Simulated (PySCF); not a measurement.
# Radial density of Ne⁸⁺ (neon, charge +8)

MN15, 1s2, closed-shell 1S. Computed with PySCF 2.14 in an uncontracted even-tempered set (15 s from 3.6 bohr⁻², ratio 2.2; 7 p from 5.6 bohr⁻², ratio 2.4; 4 d from 17 bohr⁻², ratio 2.4; 3 f from 25 bohr⁻², ratio 2.4; 3 g from 38 bohr⁻², ratio 2.4), with no relativity, point nucleus.

| r (bohr) | 4πr²ρ (e/bohr) |
| --- | --- |
| 0.00271 | 0.05566 |
| 0.00455 | 0.1511 |
| 0.00766 | 0.3991 |
| 0.0129 | 1.007 |
| 0.0217 | 2.352 |
| 0.0365 | 4.858 |
| 0.0613 | 8.232 |
| 0.103 | 10.21 |
| 0.173 | 7.567 |
| 0.292 | 2.240 |
| 0.491 | 0.1554 |
| 0.826 | 0.0008565 |
